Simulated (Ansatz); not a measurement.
Cost and result for the atomization energy of CH4ClFGe (`[F][GeH2][CH2]Cl`) (8 atoms, 7 bonds).

```xyz
8

F     0.2292   -1.4047    1.5990
Ge   -0.0827    0.1742    0.9363
C     0.1927    0.0112   -0.9925
Cl   -1.1350   -0.8866   -1.7591
H    -1.5316    0.5243    1.2895
H     0.9557    1.1116    1.5751
H     0.2505    0.9947   -1.4596
H     1.1211   -0.5247   -1.1886
```

The species carries charge 0 and has multiplicity 1. Correlated methods include outer-core shells of Ge, which these sets cover unevenly. Scalar relativity is left out up to krypton. The structure was optimised at the PBE0-D4/def2-TZVP level. It is one conformer, not always the lowest. Program: Ansatz. All runs use 4 threads of an Arm Neoverse V1 on a shared host. Times are those of one run each, without the atoms' runs, and a repeat can differ threefold. Electronic energies, without spin–orbit coupling; frozen cores. CCSD(T)/CBS adds CCSD(T) − MP2 in def2-TZVPP to the MP2 limit, and its time is that of the two runs behind it. T1 = 0.011. With those shells the extrapolation isn't a true limit. B3LYP takes the VWN-RPA correlation (the form of Gaussian; ORCA's B3LYP/G).

CCSD(T)/CBS is a level of theory with its own doubt, some kJ/mol a heavy atom from the limit and from the frozen cores, so smaller differences don't rank the functionals.

```json
{"level": "PBE-D4/def2-TZVPP (with forces)", "functions": "208", "wall time": "2 s", "atomization (kcal/mol)": "620.2", "difference from CCSD(T)/CBS": "4.6", "per bond": "0.7"}
{"level": "PBE0-D4/def2-TZVPP", "functions": "208", "wall time": "2.7 s", "atomization (kcal/mol)": "609.8", "difference from CCSD(T)/CBS": "-5.8", "per bond": "-0.8"}
{"level": "B3LYP-D4/def2-TZVPP (with forces)", "functions": "208", "wall time": "3.8 s", "atomization (kcal/mol)": "607.3", "difference from CCSD(T)/CBS": "-8.3", "per bond": "-1.2"}
{"level": "B2PLYP/def2-TZVPP", "functions": "208", "wall time": "4.1 s", "atomization (kcal/mol)": "604.1", "difference from CCSD(T)/CBS": "-11.5", "per bond": "-1.6"}
{"level": "r2SCAN-D4/def2-TZVPP (with forces)", "functions": "208", "wall time": "4.4 s", "atomization (kcal/mol)": "614.5", "difference from CCSD(T)/CBS": "-1.1", "per bond": "-0.2"}
{"level": "ωB97X-V/def2-TZVPP", "functions": "208", "wall time": "6 s", "atomization (kcal/mol)": "616.1", "difference from CCSD(T)/CBS": "0.5", "per bond": "0.1"}
{"level": "ωB97M-V/def2-TZVPP (with forces)", "functions": "208", "wall time": "9 s", "atomization (kcal/mol)": "611.7", "difference from CCSD(T)/CBS": "-3.9", "per bond": "-0.6"}
{"level": "MP2/def2-QZVPP", "functions": "393", "wall time": "15 s", "atomization (kcal/mol)": "619.6", "difference from CCSD(T)/CBS": "4.0", "per bond": "0.6"}
{"level": "CCSD(T)/def2-TZVPP", "functions": "208", "wall time": "100 s", "atomization (kcal/mol)": "601.1", "difference from CCSD(T)/CBS": "-14.5", "per bond": "-2.1"}
{"level": "CCSD(T)/CBS(def2)", "functions": "–", "wall time": "120 s", "atomization (kcal/mol)": "615.6", "difference from CCSD(T)/CBS": "0.0", "per bond": "0.0"}
```

In def2-TZVPP, CCSD(T) changes the Hartree–Fock value by +157.6 kcal/mol (the triples alone add +9.5 kcal/mol) and MP2 by +167.5 kcal/mol; breaking electron pairs costs correlation energy, which Hartree–Fock lacks. The D4 term adds +6.0 kcal/mol with B3LYP and +3.1 kcal/mol with PBE0; it sums over pairs of atoms, weighted by their polarisabilities, and B3LYP, whose exchange is more repulsive, gets the larger term. From PBE to PBE0 (25 % exact exchange), in def2-TZVPP and without D4, the atomization energy moves by −9.9 kcal/mol: exact exchange takes away binding that semilocal exchange gives to molecules.
